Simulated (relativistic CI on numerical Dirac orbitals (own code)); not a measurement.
**Hyperfine structure of Dy XLIV, mass number 163**

Computed by Dirac-Coulomb-Breit CI, separate exchange-only KLI orbitals for each configuration, a model potential for QED, unscaled Slater integrals (own radial code, finite nucleus).

Configurations in the expansion (outside the closed core [Ne]): 3s2 3p6 3d5, 3s2 3p5 3d6, 3s2 3p4 3d7, 3s 3p6 3d6, 3p6 3d7, 3s 3p5 3d7, 3s2 3p6 3d4 4s, 3s2 3p6 3d4 4p, 3s2 3p4 3d6 4s, 3s2 3p5 3d5 4s, 3s2 3p6 3d4 4f, 3p6 3d6 4s, 3s2 3p6 3d3 4s2, 3s2 3p6 3d4 5s, 3p6 3d5 4s2. Levels of other configurations are missing.

Nuclear spin I = 5/2, μ = 0.671 μN, Q = 2.65 b (tables of Stone and Pyykkö). The electronic factors are computed for point nuclear moments, without core polarisation or the Bohr-Weisskopf and QED corrections.

| Level | E (cm⁻¹) | A (MHz) | B (MHz) |
| --- | --- | --- | --- |
| 3s2 3p6 3d5 2D_3/2 | 533631 | 16740 | -124000 |
| 3s2 3p6 3d5 4D_7/2 | 628916 | 6774 | -10600 |
| 3s2 3p6 3d5 2I_11/2 | 636674 | 9802 | 3790 |
| 3s2 3p6 3d5 4G_9/2 | 650234 | 8526 | -18200 |

Levels with J = 0, under 50 % of one LS term, or S terms without an open s electron are left out. Small factors come from cancelling terms and can be off by tens of per cent or more.

At this charge energies of transitions that change n are usually good to better than 1 %, and those within a shell (Δn = 0) to a few per cent.

**Question.** Give the hyperfine levels of 3s2 3p6 3d5 2D_3/2 relative to its centre of gravity.

**Answer.** With K = F(F + 1) − I(I + 1) − J(J + 1), E = AK/2 + B[¾K(K + 1) − I(I + 1)J(J + 1)]/[2I(2I − 1)J(2J − 1)]: F = 1: -174900, F = 2: -41990, F = 3: 64170, F = 4: 31720 MHz.

LS names give the leading component of a level, which can be under half, so a name can repeat, a term be missing and a line seem to break the LS rules.
